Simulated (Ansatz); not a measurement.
`CCC[O][AlH2]`, charge 0, multiplicity 1.

Task: Give a relaxed structure at PBE0-D4/def2-TZVP (the Gaussian-basis code of Ansatz). (Estimate.)

Result: Ansatz gave: 
```xyz
14

C     1.6317    0.0696   -1.4802
C     0.1963    0.0365   -0.9860
C     0.0938   -0.4643    0.4406
O    -1.2404   -0.5483    0.8592
Al   -2.1525    0.2727    2.0162
H     1.6896    0.4346   -2.5074
H     2.0815   -0.9269   -1.4577
H     2.2510    0.7251   -0.8613
H    -0.4145   -0.6101   -1.6236
H    -0.2460    1.0374   -1.0407
H     0.5446   -1.4632    0.5071
H     0.6782    0.1940    1.1018
H    -1.4426    1.3823    2.8988
H    -3.6706   -0.1393    2.1333
```
This is one stationary point; other conformers may exist.
